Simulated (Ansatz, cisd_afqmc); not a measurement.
System: H5BSiO, charge 0, singlet. H5BSiO (SMILES BO[SiH3]).
B3LYP-D3(BJ)/def2-TZVP minimum from Ansatz (a quantum-chemistry and plane-wave program):
```
O
B 1 1.3486
H 2 1.1942 1 118.15
H 2 1.1995 3 121.85 1 -180.00
Si 1 1.6612 2 133.93 3 -180.00
H 5 1.4769 1 107.89 2 120.54
H 5 1.4769 6 110.09 1 -117.50
H 5 1.4805 6 110.35 7 -122.05
```
Charge 0, spin multiplicity 1.

Atomisation energy term by term, kcal/mol (programs: Ansatz, cisd_afqmc). Radicals and triplets start from unrestricted determinants; spin-orbit coupling is neglected. Correlated methods leave the cores frozen. Rows without X2C or -DK are non-relativistic. AFQMC is phaseless with a CISD trial state; ± is one standard error, without the phaseless bias. Outlying blocks are dropped, and bars are widened where a walk drifts. Over all cases where full CI ran beside it in this data, AFQMC minus full CI had a median of +0.1 mEh and passed +0.4 mEh in a tenth of the cases. CBS(X,Y): correlation extrapolated as X^-3, Hartree-Fock from the larger set. A bracket is a step between two methods taken in the basis named. 'core' is core correlation in cc-pwCVTZ (1s frozen past Ne), 'X2C' scalar relativity in cc-pVTZ-DK, both at CCSD(T). For partners of very few electrons the exact lower level stands in for a higher one.

| term | basis | kcal/mol |
|---|---|---|
| Hartree-Fock | cc-pV(Q+d)Z | 517.62 |
| CCSD correlation | CBS(cc-pV(T+d)Z,cc-pV(Q+d)Z) | 140.94 |
| (T) | CBS(cc-pV(T+d)Z,cc-pV(Q+d)Z) | 6.77 |
| CCSDT(Q) - CCSD(T) | cc-pV(D+d)Z | 0.37 |
| core correlation | cc-pwCVTZ | 1.30 |
| scalar relativity | X2C, cc-pVTZ-DK | -1.09 |
| sum: De |  | 665.9 |

The step beyond CCSD(T) by other levels: AFQMC/CISD in cc-pV(D+d)Z 0.63 ± 0.27 kcal/mol.
